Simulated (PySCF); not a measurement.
SMILES C(C[SiH2]N)B(C)C (GFN2-xTB optimised geometry):

```
21

Si    -2.748    -0.186     0.000
N     -3.239    -1.130     1.359
C     -0.851    -0.186     0.000
C     -0.262     0.472    -1.252
B      1.313     0.576    -1.357
C      2.247     0.147    -0.161
C      1.958     1.132    -2.688
H     -3.228     1.211     0.000
H     -3.310    -0.879    -1.163
H     -2.787    -0.977     2.246
H     -4.224    -1.282     1.505
H     -0.476     0.334     0.884
H     -0.485    -1.211     0.069
H     -0.670     1.485    -1.339
H     -0.647    -0.051    -2.134
H      2.051    -0.881     0.141
H      3.310     0.233    -0.375
H      2.041     0.756     0.719
H      2.555     0.354    -3.164
H      2.649     1.948    -2.482
H      1.236     1.483    -3.421
```

Calculation: B3LYP/def2-SVP in PySCF 2.14.0.

What are the frontier orbital energies and the dipole moment?

HOMO-2 -8.17 eV, HOMO-1 -7.40 eV, HOMO -6.66 eV, LUMO -0.35 eV, LUMO+1 1.03 eV; dipole moment 1.07 D.

Meta-Löwdin charges at B3LYP/def2-SVP: Si1 0.77, N2 -0.68, C3 -0.40, C4 -0.27, B5 0.28, C6 -0.41, C7 -0.41, H8 -0.16, H9 -0.14, H10 0.21, H11 0.21, H12 0.09, H13 0.09, H14 0.10, H15 0.10, H16 0.11, H17 0.09, H18 0.11, H19 0.11, H20 0.11, H21 0.09.
